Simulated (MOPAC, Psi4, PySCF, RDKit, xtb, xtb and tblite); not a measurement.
Internal rotation in H3BrSeSi, SMILES [SeH][SiH2]Br. Scanned: dihedral H4–Se1–Si2–Br3; all other coordinates were relaxed at GFN2-xTB. Points at φ and −φ are mirror images.

Geometry of the scan point at 120° (Å):
```
6

Se    -1.6803    -0.6079    -0.4318
Si     0.5333    -0.2538    -0.0017
Br     1.4254    -1.9861     1.0502
H     -2.1323     0.5278     0.3244
H      0.6715     0.8781     0.8960
H      1.2519    -0.1429    -1.2584
```

Computed with: GFN2-xTB (xtb and tblite); PBE0/def2-TZVP // GFN2-xTB (Psi4); PBE0-D3(BJ)/def2-TZVP // GFN2-xTB (Psi4); PBE/def2-TZVP // GFN2-xTB (Psi4); PBE-D3(BJ)/def2-TZVP // GFN2-xTB (Psi4); M06-2X/def2-TZVP // GFN2-xTB (Psi4); MP2/cc-pVTZ = Psi4 with DF-MP2 (frozen core)/cc-pVTZ // GFN2-xTB; HF/cc-pVTZ // GFN2-xTB (Psi4); UFF // GFN2-xTB (RDKit); PM6, restricted, heats of formation // GFN2-xTB (MOPAC); AM1, restricted, heats of formation // GFN2-xTB (MOPAC); GFN1-xTB // GFN2-xTB (xtb); RKS-B3LYP/6-31G* = restricted B3LYP/6-31G*, spherical d // GFN2-xTB (PySCF 2.14.0); RKS-BP86/6-31G* = PySCF with restricted BP86/6-31G*, spherical d // GFN2-xTB; RKS-B3LYP/3-21G = restricted B3LYP/3-21G // GFN2-xTB in PySCF.

Least-squares fit of E(φ) = a0 + Σ (a_n cos nφ + b_n sin nφ), n = 1 to 4, to the 12 scan points, in kJ/mol above the lowest point of each profile (levels whose profile four harmonics don't fit are not listed):

| method | a0 | a1 | b1 | a2 | b2 | a3 | b3 | a4 | b4 | rms of fit |
|---|---|---|---|---|---|---|---|---|---|---|
| GFN2-xTB | 1.55 | -1.62 | 0.00 | -0.35 | 0.00 | 0.86 | 0.00 | -0.09 | 0.00 | 0.01 |
| PBE0/def2-TZVP | 3.32 | 0.33 | 0.00 | 2.97 | 0.00 | 2.05 | 0.00 | 0.01 | 0.00 | 0.05 |
| PBE0-D3(BJ)/def2-TZVP | 3.36 | 0.19 | 0.00 | 2.88 | 0.00 | 2.06 | 0.00 | 0.01 | 0.00 | 0.05 |
| PBE/def2-TZVP | 3.53 | 0.37 | 0.00 | 3.52 | 0.00 | 1.99 | 0.00 | 0.04 | 0.00 | 0.05 |
| PBE-D3(BJ)/def2-TZVP | 3.57 | 0.22 | 0.00 | 3.42 | 0.00 | 2.00 | 0.00 | 0.04 | 0.00 | 0.05 |
| M06-2X/def2-TZVP | 3.17 | 0.02 | 0.00 | 2.53 | 0.00 | 1.97 | 0.00 | 0.00 | 0.00 | 0.05 |
| MP2/cc-pVTZ | 3.26 | 0.22 | 0.00 | 2.45 | 0.00 | 2.20 | 0.00 | -0.01 | 0.00 | 0.05 |
| HF/cc-pVTZ | 3.12 | 0.20 | 0.00 | 2.15 | 0.00 | 2.20 | 0.00 | -0.01 | 0.00 | 0.04 |
| UFF | 1.89 | 0.50 | 0.00 | -0.55 | 0.00 | 1.14 | 0.00 | 0.24 | 0.00 | 0.04 |
| PM6 | 5.14 | 1.89 | 0.00 | 5.28 | 0.00 | 1.20 | 0.00 | 0.18 | 0.00 | 0.04 |
| AM1 | 2.55 | 1.07 | 0.00 | 2.68 | 0.00 | 0.30 | 0.00 | 0.15 | 0.00 | 0.02 |
| GFN1-xTB | 7.13 | 2.23 | 0.00 | -2.54 | 0.00 | 2.27 | 0.00 | -0.07 | 0.00 | 0.03 |
| RKS-B3LYP/6-31G* | 4.17 | -0.11 | 0.00 | 3.94 | 0.00 | 2.18 | 0.00 | 0.08 | 0.00 | 0.07 |
| RKS-BP86/6-31G* | 4.48 | -0.14 | 0.00 | 4.51 | 0.00 | 2.17 | 0.00 | 0.11 | 0.00 | 0.07 |
| RKS-B3LYP/3-21G | 5.66 | -1.74 | 0.00 | 5.43 | 0.00 | 2.09 | 0.00 | 0.07 | 0.00 | 0.05 |
